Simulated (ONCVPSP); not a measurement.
# osmium (Os), ONCV: configuration errors across variants

Os, optimised norm-conserving Vanderbilt (ONCV), made with ONCVPSP 4.0.1 (PBEsol, scalar-relativistic). Core [Kr] 4d10 4f14, reference 5s2 5p6 5d7 6s1. Waves: 5s+6s: rc 1.75 bohr, ncon 4, nbas 7, qcut 5.8 1/bohr, 3 projectors, debl 3.1 Ha; 5p: rc 1.25 bohr, ncon 4, nbas 8, qcut 5.2 1/bohr, 2 projectors, debl 3.2 Ha; 5d: rc 1.60 bohr, ncon 4, nbas 8, qcut 5.1 1/bohr, 2 projectors, debl 2.6 Ha. Local part: polynomial inside 1.05 bohr (lpopt 5, dvloc0 0 Ha). Core correction: none.

All-electron excitation energies from the reference (eV): (1) 5s2 5p6 5d6 6s2 -0.327; (2) 5s2 5p6 5d6 6s1 9.297; (3) 5s2 5p6 5d6 6s0 26.237; (4) 5s2 5p5 5d6 6s2 56.623.

2 further variants failed, have other tests or another functional or relativity, and are left out.

Errors AE − PS in meV (a dash: test not solved or not reliable):

```tsv
change	(1)	(2)	(3)	(4)	bound ghosts	GHOST(+) flags above zero
base	-0.7	-0.6	-5.9	-95	none	s, p
local potential polynomial inside 1.05 bohr (lpopt 5, dvloc0 5.5 Ha)	-0.7	-0.6	-5.8	-95	none	s
d: rc 1.38	-0.6	-0.3	-5.4	-92	none	s, p
d: qcut 7.7	-0.8	-0.7	-5.8	-90	none	s, p
s: ncon 5, nbas 8	+0.2	-0.5	-5.4	-97	none	s, p
s: qcut 6.2; p: qcut 5.6; d: qcut 5.5	-0.4	-0.6	-5.7	-93	none	s, p
d: qcut 6	-0.8	-0.7	-5.8	-91	none	s, p
```

Q: Give the same row for: core correction Teter function, fcfact 1.75, rcfact 1.65.

A: -4.5, -1.4, -6.2, -117; bound ghosts: none; GHOST(+) flags above zero: s, p.
